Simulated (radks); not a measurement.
Xe3+, configuration [Kr] 4d10 5s1.5 5p3 5d0.5 (fractional occupations, a model configuration). All-electron calculation, scalar-relativistic Kohn-Sham, PW91, spin-unpolarised, spherical densities, finite nucleus; Fermi nuclear charge, rms radius 4.7859 fm. Program: a radial shooting solver on a logarithmic mesh with Libxc functionals.

Unscreened Slater integrals over Kohn-Sham orbitals (hartree).

integral,value
"F0(5d,5d)",0.33025
"F2(5d,5d)",0.17688
"F4(5d,5d)",0.11896
"F0(5d,5p)",0.37428
"F2(5d,5p)",0.18500
"G1(5d,5p)",0.21292
"G3(5d,5p)",0.13345
"F0(5d,5s)",0.38791
"G2(5d,5s)",0.13351
"F0(5d,4d)",0.42530
"F2(5d,4d)",0.088790
"F4(5d,4d)",0.038177
"G0(5d,4d)",0.021148
"G2(5d,4d)",0.025269
"G4(5d,4d)",0.020645
"F0(5p,5p)",0.45202
"F2(5p,5p)",0.24612
"F0(5p,5s)",0.48082
"G1(5p,5s)",0.32331
"F0(5p,4d)",0.56064
"F2(5p,4d)",0.16408
"G1(5p,4d)",0.050537
"G3(5p,4d)",0.047990
"F0(5s,5s)",0.51818
"F0(5s,4d)",0.62982
"G2(5s,4d)",0.077333
"F0(4d,4d)",1.0354
"F2(4d,4d)",0.52588
"F4(4d,4d)",0.34996

Derived for the open shells (J is the average intra-shell exchange parameter used in DFT+U). 5p: J = F2/5 = 0.04922 hartree. 5d: Racah B = F2/49 - 5 F4/441 = 0.002261 hartree, C = 35 F4/441 = 0.009441 hartree, C/B = 4.18, F4/F2 = 0.673, J = (F2 + F4)/14 = 0.02113 hartree.
